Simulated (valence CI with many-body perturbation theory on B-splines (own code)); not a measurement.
The numbers below are computed, except where a source is named.
# P10+: configurations and terms from energies and g

Method: configuration interaction combined with many-body perturbation theory (CI+MBPT): three valence electrons over a frozen Dirac-Fock core [He], a basis of 11 s, 11 p, 9 d, 7 f, 5 g, 2 h, 1 i functions for each j, with the one-electron correlation potential Σ1 (screened to all orders), the two-electron term Σ2, the three-electron term Σ3, Breit, model QED; selected single and double excitations, second order for the rest, scaled by the run's own slope (own B-spline code, finite nucleus).

No measured spectrum was set against this ion. As an estimate, levels of excited configurations hold to 0.05 to 0.15 % of their energy, terms of the ground configuration to about 0.5 %.

```
No.    J  Parity  E (cm⁻¹)      g
  1  1/2     odd         0  0.664
  2  3/2     odd      9701  1.333
  3  1/2    even    177080  2.668
  4  3/2    even    180570  1.734
  5  5/2    even    185520  1.600
  6  3/2    even    316860  0.799
  7  5/2    even    316970  1.200
  8  1/2    even    403480  1.930
  9  1/2    even    427060  0.737
 10  3/2    even    432310  1.332
 11  3/2     odd    558930  2.000
 12  3/2     odd    632030  0.803
 13  5/2     odd    632230  1.199
 14  1/2     odd    709800  0.664
```

Energies count from the lowest level. Strongly mixed levels and levels close to another of their J and parity are left out, so the numbers can have gaps.

(1) Give configuration and LS term of each level.

Results:

(1) 1: 2s2.2p 2P°; 2: 2s2.2p 2P°; 3: 2s.2p2 4P; 4: 2s.2p2 4P; 5: 2s.2p2 4P; 6: 2s.2p2 2D; 7: 2s.2p2 2D; 8: 2s.2p2 2S; 9: 2s.2p2 2P; 10: 2s.2p2 2P; 11: 2p3 4S°; 12: 2p3 2D°; 13: 2p3 2D°; 14: 2p3 2P°.
